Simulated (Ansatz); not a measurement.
[GaFH3]- (GaH3F⁻), relaxed as a singlet with RKS r2SCAN-D4/def2-TZVPD in Ansatz, starting from the GFN2-xTB geometry. Force threshold 0.02 eV/Å.

Start:

```xyz
5

Ga    0.0196   -0.0562   -0.0703
F    -0.3478    1.0421    1.2811
H    -0.8782   -1.3096    0.1294
H     1.5323   -0.3943    0.0332
H    -0.3259    0.7181   -1.3734
```

```
step  energy (eV)  largest force component (eV/Å)  SCF passes
   1  -55145.6659                           1.467          14
   2  -55145.7646                           0.692          19
   3  -55145.7807                           0.093          19
   4  -55145.7809                           0.001          20
```

Force components are those of the run's own axes.

End:

Cartesian coordinates in Å:
```
Ga 0.0208 -0.0627 -0.0768
F -0.3589 1.0803 1.3271
H -0.9135 -1.3582 0.1351
H 1.5908 -0.4060 0.0374
H -0.3392 0.7465 -1.4228
```

By distances, no bond broke or formed. The bond that changes most is Ga1–F2, from 1.78 to 1.85 Å (atoms count from 1).

No frequencies were taken in this run, so the end may be a saddle point.

Hardware: 4 threads of Arm Neoverse V2 on a shared host. Wall time 3.4 s.
